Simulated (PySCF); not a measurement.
Magnetisability: `C=NC[Si@H](CC)OC`, C₅H₁₃NOSi

Molfile (atoms numbered from 1):
```
C5H13NOSi
     RDKit          3D

 21 20  0  0  0  0  0  0  0  0999 V2000
    2.7947    1.1406    1.1452 C   0  0  0  0  0  0  0  0  0  0  0  0
    2.0440    0.8487    0.1842 N   0  0  0  0  0  0  0  0  0  0  0  0
    1.3132   -0.3693    0.1737 C   0  0  0  0  0  0  0  0  0  0  0  0
   -0.5298    0.0487    0.5592 Si  0  0  2  0  0  4  0  0  0  0  0  0
   -1.6621   -1.4609    0.3579 C   0  0  0  0  0  0  0  0  0  0  0  0
   -1.4099   -2.2813   -0.9037 C   0  0  0  0  0  0  0  0  0  0  0  0
   -1.1168    1.1154   -0.5084 O   0  0  0  0  0  0  0  0  0  0  0  0
   -0.5856    2.3569   -0.8928 C   0  0  0  0  0  0  0  0  0  0  0  0
    2.9769    0.4877    2.0063 H   0  0  0  0  0  0  0  0  0  0  0  0
    3.3042    2.0927    1.1316 H   0  0  0  0  0  0  0  0  0  0  0  0
    1.3761   -0.7797   -0.8358 H   0  0  0  0  0  0  0  0  0  0  0  0
    1.7071   -1.1097    0.8850 H   0  0  0  0  0  0  0  0  0  0  0  0
   -0.5576    0.5733    1.9357 H   0  0  0  0  0  0  0  0  0  0  0  0
   -2.6962   -1.1187    0.3562 H   0  0  0  0  0  0  0  0  0  0  0  0
   -1.5523   -2.1047    1.2299 H   0  0  0  0  0  0  0  0  0  0  0  0
   -1.5122   -1.6593   -1.7890 H   0  0  0  0  0  0  0  0  0  0  0  0
   -2.1234   -3.1005   -0.9779 H   0  0  0  0  0  0  0  0  0  0  0  0
   -0.4083   -2.7054   -0.8942 H   0  0  0  0  0  0  0  0  0  0  0  0
   -0.9615    2.5886   -1.8896 H   0  0  0  0  0  0  0  0  0  0  0  0
    0.5043    2.3235   -0.9026 H   0  0  0  0  0  0  0  0  0  0  0  0
   -0.9136    3.1302   -0.1950 H   0  0  0  0  0  0  0  0  0  0  0  0
  1  2  2  0
  2  3  1  0
  3  4  1  0
  4  5  1  0
  5  6  1  0
  4  7  1  0
  7  8  1  0
  1  9  1  0
  1 10  1  0
  3 11  1  0
  3 12  1  0
  4 13  1  1
  5 14  1  0
  5 15  1  0
  6 16  1  0
  6 17  1  0
  6 18  1  0
  8 19  1  0
  8 20  1  0
  8 21  1  0
M  END
```

Computed with GIAO B3LYP/pcSseg-1 magnetisability, rotational g tensor and spin-rotation constants, non-relativistic, gas phase in PySCF. Geometry: GFN2-xTB.

Q: How diamagnetic is it, and how anisotropic?

A: Isotropic -1307 × 10⁻³⁰ J/T², or -78.7 × 10⁻⁶ cm³/mol; principal values -1391, -1362, -1167 × 10⁻³⁰ J/T², anisotropy 212 × 10⁻³⁰ J/T² (root of half the summed squared differences of the principal values). The susceptibility is in cgs units.

Q: Split it along the inertial axes a, b, c into diamagnetic and paramagnetic parts about the centre of mass, with the quadrupole moment.

A: 
```
axis  χ (10⁻⁶ cm³/mol)  diamagnetic (10⁻⁶ cm³/mol)  paramagnetic (10⁻⁶ cm³/mol)  summed x² of all electrons (Å²)  quadrupole Θ (D Å)
   a             -76.2                      -705.4                        629.2                            244.3               +1.49
   b             -80.5                     -1219.6                       1139.1                            123.1               +2.46
   c             -79.4                     -1558.8                       1479.4                             43.2               -3.95
```
Anisotropies 2χaa − χbb − χcc = +7.5 and 2χbb − χaa − χcc = -5.5 × 10⁻⁶ cm³/mol. Θ is traceless in Buckingham's convention.

Q: And the rotational g tensor?

A: 
| axis | rotational constant (GHz) | g | nuclear part | electronic part |
| --- | --- | --- | --- | --- |
| a | 2.1850 | -0.0274 | 0.6185 | -0.6459 |
| b | 1.1377 | -0.0122 | 0.5966 | -0.6088 |
| c | 0.8649 | -0.0082 | 0.5929 | -0.6011 |

Asymmetric top; isotopes 12C, 1H, 14N, 16O, 28Si; no vibrational averaging.
